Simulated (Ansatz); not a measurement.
Mulliken charges of GeH₄NO (`[NH][GeH2][OH]`) radical from PBE/def2-TZVPP in Ansatz (PBE0-D4/def2-TZVP geometry).

```json
{"atom": "N1", "x (Å)": "-1.180", "y (Å)": "-0.630", "z (Å)": "-0.704", "charge (e)": "-0.309"}
{"atom": "Ge2", "x (Å)": "0.092", "y (Å)": "0.358", "z (Å)": "0.227", "charge (e)": "0.415"}
{"atom": "O3", "x (Å)": "1.488", "y (Å)": "-0.708", "z (Å)": "0.454", "charge (e)": "-0.392"}
{"atom": "H4", "x (Å)": "-2.074", "y (Å)": "-0.127", "z (Å)": "-0.725", "charge (e)": "0.143"}
{"atom": "H5", "x (Å)": "0.469", "y (Å)": "1.575", "z (Å)": "-0.644", "charge (e)": "-0.027"}
{"atom": "H6", "x (Å)": "-0.348", "y (Å)": "0.758", "z (Å)": "1.643", "charge (e)": "-0.012"}
{"atom": "H7", "x (Å)": "1.615", "y (Å)": "-1.294", "z (Å)": "-0.297", "charge (e)": "0.183"}
```

Task: By hand: the dipole of these point charges (1 e Å = 4.8032 D).

Result: Σ q r = (-0.190, 0.314, -0.027) e Å, of length 0.368 e Å = 1.77 D.

Task: How does the dipole of the full density compare? (Best estimate.)

Result: The calculation gave: (-0.217, 0.251, -0.109) e Å, 1.68 D; the point charges give 1.05 times that, at 17° from its direction.

Point charges leave out the atoms' own dipoles, such as those of lone pairs, and Mulliken's split depends on the basis, so the close match here is no proof of good charges.
